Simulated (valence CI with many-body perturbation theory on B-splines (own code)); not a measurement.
# Ladder of approximations for Rb²⁴⁺

Calculated by configuration interaction combined with many-body perturbation theory (CI+MBPT): three valence electrons over a frozen Dirac-Fock core [Ne], a basis of 11 s, 11 p, 9 d, 7 f, 5 g, 2 h, 1 i functions for each j, with the one-electron correlation potential Σ1, the two-electron term Σ2, the three-electron term Σ3, Breit, model QED; selected CI, second order for the rest (own B-spline code, finite nucleus).

No measured spectrum was set against this ion. As an estimate, levels of excited configurations hold to 0.05 to 0.15 % of their energy, terms of the ground configuration to about 0.5 %.

Each rung adds one term. CI alone is the Dirac-Coulomb CI over the frozen core; QED comes last and gives the full result, which names the levels. Energies are above 3s2 3p 2P°_1/2 on the same rung, in eV.

Names give the largest LS component (configuration and term), which can be under half, so a name can repeat, a term be missing and a line seem to break the LS rules; names also repeat where a configuration has a term twice. Letters in brackets count levels of one name in rising energy.

```
               Level  CI alone    + Σ1    + Σ2    + Σ3  + Breit    Full
      3s2 3p 2P°_3/2     13.98   14.02   14.03   14.03    13.76   13.79
       3s 3p2 4P_1/2     53.72   53.57   53.72   53.74    53.95   53.63
       3s 3p2 4P_3/2     61.43   61.30   61.49   61.51    61.53   61.23
       3s 3p2 4P_5/2     66.47   66.35   66.51   66.53    66.44   66.14
       3s 3p2 2D_3/2     76.67   76.55   76.58   76.59    76.51   76.25
       3s 3p2 2D_5/2     81.62   81.52   81.62   81.64    81.37   81.12
       3s 3p2 2P_1/2     86.71   86.58   86.17   86.16    86.24   85.92
       3s 3p2 2S_1/2    100.56  100.47  100.16  100.15    99.96   99.67
       3s 3p2 2P_3/2    101.89  101.78  101.27  101.27   101.05  100.78
       3s2 3d 2D_3/2    111.13  111.02  110.52  110.48   110.08  110.02
       3s2 3d 2D_5/2    113.00  112.91  112.43  112.40   111.84  111.81
         3p3 2D°_3/2    137.66  137.38  137.26  137.29   137.47  136.89
         3p3 2D°_5/2    144.71  144.46  144.55  144.59   144.45  143.95
         3p3 4S°_3/2    146.22  145.96  145.77  145.80   145.79  145.23
    3s 3p 3d 4F°_3/2    149.43  149.16  149.19  149.19   149.04  148.68
    3s 3p 3d 4F°_5/2    152.17  151.91  151.95  151.96   151.69  151.35
    3s 3p 3d 4F°_7/2    156.51  156.27  156.31  156.31   155.89  155.57
         3p3 2P°_1/2    158.69  158.44  158.22  158.24   158.21  157.64
    3s 3p 3d 4P°_5/2    160.76  160.51  160.26  160.24   159.95  159.61
    3s 3p 3d 4D°_3/2    161.07  160.81  160.54  160.53   160.29  159.95
    3s 3p 3d 4D°_1/2    161.67  161.40  161.08  161.07   160.87  160.54
    3s 3p 3d 4F°_9/2    164.35  164.14  164.24  164.24   163.60  163.30
         3p3 2P°_3/2    165.32  165.09  164.95  164.97   164.66  164.18
    3s 3p 3d 4D°_5/2    170.22  169.98  169.66  169.65   169.28  168.94
    3s 3p 3d 4D°_7/2    170.66  170.43  170.17  170.16   169.60  169.30
    3s 3p 3d 4P°_3/2    170.97  170.73  170.50  170.48   170.07  169.75
    3s 3p 3d 4P°_1/2    170.88  170.64  170.47  170.45   170.06  169.76
3s 3p 3d 2F°_5/2 [a]    171.34  171.10  170.85  170.82   170.43  170.10
    3s 3p 3d 2D°_3/2    172.64  172.40  172.01  171.99   171.65  171.28
3s 3p 3d 2D°_5/2 [a]    176.23  176.01  175.69  175.67   175.15  174.83
3s 3p 3d 2F°_7/2 [a]    183.63  183.40  183.17  183.13   182.56  182.26
```

(1) How does the ionisation energy move along the ladder, and which term matters most?

## Answers

(1) CI alone 1134.7, + Σ1 1135.6, + Σ2 1135.4, + Σ3 1135.3, + Breit 1134.6, + QED 1134.6 eV. The largest step is Σ1, 0.9 eV. NIST lists 1125 ± 5 eV (semi-empirical).
